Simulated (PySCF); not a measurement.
C2HF3Si, SMILES [Si](C#C)(F)(F)F. Atoms are numbered in the order given.

```xyz
7

C      0.0000     0.0000     2.6911
C      0.0000     0.0000     1.4760
Si     0.0000     0.0000    -0.3232
F      1.2935    -0.7468    -0.8980
F      0.0000     1.4937    -0.8980
F     -1.2935    -0.7468    -0.8980
H      0.0000     0.0000     3.7670
```

Coordinates come from a B3LYP-D3(BJ)/def2-SVP optimisation.

Two levels are set side by side: PBE/pcSseg-1 (PySCF) and PBE0/pcSseg-1 (PySCF). GIAO shifts against CFCl3 (¹⁹F), TMS (²⁹Si), TMS (¹H), TMS (¹³C) at the same level; non-relativistic, no solvent, atoms listed together averaged. Differences are taken from unrounded values.

```json
[
 {"quantity": "δ(¹³C) of C1 (ppm)", "PBE0": "105.7", "PBE": "101.0", "PBE minus PBE0": "-4.6"},
 {"quantity": "δ(¹³C) of C2 (ppm)", "PBE0": "77.3", "PBE": "75.4", "PBE minus PBE0": "-2.0"},
 {"quantity": "δ(²⁹Si) of Si3 (ppm)", "PBE0": "-83.7", "PBE": "-83.4", "PBE minus PBE0": "0.3"},
 {"quantity": "δ(¹⁹F) of F4, F5, F6 (ppm)", "PBE0": "-145.9", "PBE": "-160.5", "PBE minus PBE0": "-14.7"},
 {"quantity": "δ(¹H) of H7 (ppm)", "PBE0": "2.63", "PBE": "2.44", "PBE minus PBE0": "-0.18"}
]
```

Rough cost on one machine, each run with all the roots and properties that it gave: PBE0 against PBE within a factor of 2.
